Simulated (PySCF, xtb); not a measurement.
4-chlorobut-1-ene (C4H7Cl), SMILES C=CCCCl. The values are those of a single conformer.

Harmonic wavenumbers (cm⁻¹) from xtb with GFN2-xTB at its own minimum, in rising order: 69, 86, 207, 316, 431, 616, 745, 793, 901, 934, 986, 1025, 1065, 1083, 1171, 1222, 1243, 1283, 1313, 1413, 1443, 1472, 1719, 2962, 2979, 2985, 3000, 3057, 3102, 3130.

### Question
What does PBE0-D3(BJ)/def2-SVP in PySCF 2.14.0 give at its own minimum? (Estimate from the structure and the level; the computed values follow.)

### Answer
87, 101, 219, 332, 436, 637, 774, 792, 939, 954, 986, 1035, 1080, 1102, 1207, 1244, 1289, 1311, 1349, 1429, 1459, 1469, 1744, 3063, 3100, 3126, 3153, 3164, 3174, 3262. Paired by order, the mean absolute difference is 43 cm⁻¹ and the zero-point energies are 61.1 and 62.9 kcal/mol.
